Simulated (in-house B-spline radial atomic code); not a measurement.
Ionising Co4+ with different functionals

Computed with an all-electron radial atomic-structure program (B-spline basis): scalar-relativistic (spin-free X2C) Hamiltonian, Fermi nucleus of rms radius 3.7875 fm, spin-polarised at highest spin, spherical fractional occupations for the functionals, the average over the highest-spin determinants for Hartree-Fock. The ionisation energy is the difference of two self-consistent energies, [Ar] 3d5 → [Ar] 3d4, without Breit or QED terms; ε is the level of the shell that loses the electron (its least bound occupied spin orbital).

Hybrids are left out here: with spherical fractional occupations of an open shell their exact exchange keeps a self-interaction that integer-occupation calculations don't have.

```json
{"method": "Hartree-Fock", "rung": "Hartree-Fock", "ΔSCF (eV)": "78.64", "-ε(3d) (eV)": "80.94"}
{"method": "LDA VWN5", "rung": "LDA", "ΔSCF (eV)": "79.82", "-ε(3d) (eV)": "68.48"}
{"method": "LDA PW92", "rung": "LDA", "ΔSCF (eV)": "79.81", "-ε(3d) (eV)": "68.47"}
{"method": "LDA exchange-only", "rung": "LDA", "ΔSCF (eV)": "78.25", "-ε(3d) (eV)": "66.98"}
{"method": "PBE", "rung": "GGA", "ΔSCF (eV)": "79.62", "-ε(3d) (eV)": "68.29"}
{"method": "PBEsol", "rung": "GGA", "ΔSCF (eV)": "79.59", "-ε(3d) (eV)": "68.25"}
{"method": "BLYP", "rung": "GGA", "ΔSCF (eV)": "79.46", "-ε(3d) (eV)": "68.09"}
{"method": "RPBE", "rung": "GGA", "ΔSCF (eV)": "79.56", "-ε(3d) (eV)": "68.22"}
{"method": "PW91", "rung": "GGA", "ΔSCF (eV)": "79.74", "-ε(3d) (eV)": "68.40"}
{"method": "BP86", "rung": "GGA", "ΔSCF (eV)": "79.61", "-ε(3d) (eV)": "68.27"}
{"method": "AM05", "rung": "GGA", "ΔSCF (eV)": "79.60", "-ε(3d) (eV)": "68.26"}
{"method": "OLYP", "rung": "GGA", "ΔSCF (eV)": "80.13", "-ε(3d) (eV)": "68.71"}
{"method": "TPSS", "rung": "meta-GGA", "ΔSCF (eV)": "79.56", "-ε(3d) (eV)": "68.23"}
{"method": "SCAN", "rung": "meta-GGA", "ΔSCF (eV)": "80.26", "-ε(3d) (eV)": "68.98"}
{"method": "r2SCAN", "rung": "meta-GGA", "ΔSCF (eV)": "80.30", "-ε(3d) (eV)": "69.01"}
{"method": "M06-L", "rung": "meta-GGA", "ΔSCF (eV)": "80.07", "-ε(3d) (eV)": "68.74"}
{"method": "revTPSS", "rung": "meta-GGA", "ΔSCF (eV)": "79.48", "-ε(3d) (eV)": "68.15"}
```

How do they compare with the NIST value?

NIST lists 79.5 eV ± 0.2 (semi-empirical, ground level to ground level). Errors run from -1.25 to +0.80 eV; revTPSS is closest (-0.02 eV), though others lie within the uncertainty of it, and part of that can be cancellation, since the calculations leave out spin-orbit coupling, Breit-QED terms, multiplet and fine-structure energies. Hartree-Fock also lacks correlation.
